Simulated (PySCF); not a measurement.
Ne+ (neon, charge +1): UHF calculation

Configuration: [He] 2s1 2p5 3s1, high-spin 4P determinant (an excited configuration). All numbers are calculated (PySCF 2.14, scalar relativity by spin-free X2C-1e, in dyall-acv3z).

```
Total energy                                                  : -126.032988 hartree
One-electron energy                                           : -169.5124 hartree
Hartree (Coulomb) energy                                      : 54.6072 hartree
Exchange energy                                               : -11.1278 hartree
⟨S²⟩                                                          : 3.7529
⟨L²⟩                                                          : 2.005
Sum of ⟨r⟩                                                    : 8.169 bohr
Sum of ⟨r²⟩                                                   : 14.76 bohr²
Traceless quadrupole moment −½Σ⟨3z² − r²⟩ along its main axis : 0.291 e·bohr²
Langevin diamagnetic susceptibility                           : -11.7 ×10⁻⁶ cm³/mol
```

| shell | electrons | mean orbital energy (eV) | spread (eV) | rms radius, mean of both spins (bohr) |
| --- | --- | --- | --- | --- |
| 1s α | 1 | -934.76 | 0 | 0.183 |
| 1s β | 1 | -929.24 | 0 | 0.183 |
| 2s α | 1 | -89.696 | 0 | 0.889 |
| 2p α | 3 | -59.745 | 3.679 | 0.922 |
| 2p β | 2 | -50.033 | 0 | 0.922 |
| 3s α | 1 | -13.398 | 0 | 3.11 |

The outer electron is Rydberg-like, and this basis confines it to a smaller radius and binds it less than a complete one would.

Spin-orbit constants ζ (cm⁻¹) from the X2C one-electron operator on these orbitals: bare nucleus, nucleus screened by l(l+1)(2l+1)/3 electrons, and screened by the Breit-Pauli mean field of the electrons.

```tsv
shell	bare	screened nucleus	mean field
2p	835.5	668.4	599.2
```

To first order the Landé constant is A = -199.7 cm⁻¹, so the lowest level has J = 5/2 and lies 0.0371 eV below the centre of the term. This holds in LS coupling only.
